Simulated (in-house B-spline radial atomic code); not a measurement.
How numerical settings move a run on Xe²⁺, [Kr] 4d10 5s2 5p4. Computed with an all-electron radial atomic-structure program (B-spline basis): scalar-relativistic (X2C) Hartree-Fock, spin-polarised, averaged over the determinants with the given up and down occupations, Fermi nucleus of rms radius 4.7859 fm.

Command:
```bash
python run_scf.py task.json out
```
Settings of the sound reference run:
```
Z                54
electrons        52
configuration    [Kr] 4d10 5s2 5p4
hamiltonian      x2c
method           hf
spin_polarised   True
nucleus          fermi
rms_radius       4.7859
mass_number      132
atomic_mass      131.9042
speed_of_light   137.036
knot_spacing     0.22
spline_order     8
gauss_points     12
box_radius       22.22
max_iterations   70
damping          0.5
damped_steps     3
diis_vectors     10
tolerance        1e-08
start            Thomas-Fermi
```

Cost of the run: 0.38 s on 1 thread of Intel(R) Xeon(R) Platinum 8488C (shared host).

It converges in 11 iterations to -7442.404856 hartree, with 5p down at -29.6608 eV. The other runs change the listed settings, some to values that make no sense; their results aren't properties of the atom or ion. Radii are in bohr (the nuclear one in fm), a minus after a letter asks for a j subshell, and «unchanged» means within 1e-8 hartree. The run stops when the residual is below 10 × tolerance × max(1, Z/10), or a noise floor if that is larger, and the energy moves by less than 1e-8 × √|E| hartree; so very loose and very tight tolerances often act alike.

```tsv
changed settings	outcome
box_radius = 44.44	converged in 11 iterations, energy -2.94e-07 hartree from the reference, 5p down level -5.2e-07 eV
diis_vectors = 20	converged in 11 iterations, energy unchanged
start = bare nucleus	converged in 12 iterations, energy unchanged, 5p down level +1.1e-06 eV
box_radius = 88.88	converged in 11 iterations, energy -2.08e-07 hartree from the reference
spline_order = 7, first_knot = 0.0556, max_iterations = 50, damping = 0.2	converged in 10 iterations, energy +8.92e+00 hartree from the reference, 5p down level -7.8e-03 eV
electrons = 55, configuration = [Kr] 4d10 5s2 5p7, max_iterations = 60	stopped with error: shell 5p holds at most 3 electrons (per spin)
box_radius = 4.44	converged in 10 iterations, energy +6.39e-02 hartree from the reference, 5p down level +1.0e+00 eV (the program warns: 5p down reaches the box edge; 4d up reaches the box edge)
box_radius = 0.89	converged in 8 iterations, energy +4.14e+02 hartree from the reference, 5p down level +1.4e+03 eV (the program warns: 5p down has a positive eigenvalue: unbound, held by the box; 4s up has a positive eigenvalue: unbound, held by the box)
box_radius = 11.11	converged in 11 iterations, energy -4.76e-07 hartree from the reference, 5p down level +4.9e-07 eV
box_radius = 2.22	converged in 9 iterations, energy +7.41e+00 hartree from the reference, 5p down level +4.9e+01 eV (the program warns: 5p down has a positive eigenvalue: unbound, held by the box; 5p up has a positive eigenvalue: unbound, held by the box)
hamiltonian = dirac	stopped with error: spin polarisation is not served with the Dirac Hamiltonian
box_radius = 11.11, max_iterations = 75, damping = 0, damped_steps = 0, diis_vectors = 2	converged in 12 iterations, energy -4.76e-07 hartree from the reference, 5p down level -7.5e-06 eV
spline_order = 6, box_radius = 1.33, max_iterations = 3	not converged after 3 iterations, last residual 2.0e-02, last energy +8.33e+01 hartree from the reference
gauss_points = 8, first_knot = 0.00185, max_iterations = 5	not converged after 5 iterations, last residual 7.4e-03, last energy -1.80e-01 hartree from the reference
```

Task: What happens with diis_vectors = 0?

Result: Converged in 26 iterations, energy unchanged, 5p down level -1.0e-05 eV.

Task: What happens with electrons = 53, configuration = [Kr] 4d10 5s2 5p4 6s-1, max_iterations = 60?

Result: Stopped with error: j subshells need the Dirac Hamiltonian and l > 0.

Task: What happens with diis_vectors = 1?

Result: Converged in 20 iterations, energy unchanged, 5p down level +6.0e-06 eV.

Task: What happens with box_radius = 6.67?

Result: Converged in 11 iterations, energy +3.83e-04 hartree from the reference, 5p down level +1.1e-02 eV (the program warns: 5p down reaches the box edge; 5s up reaches the box edge).
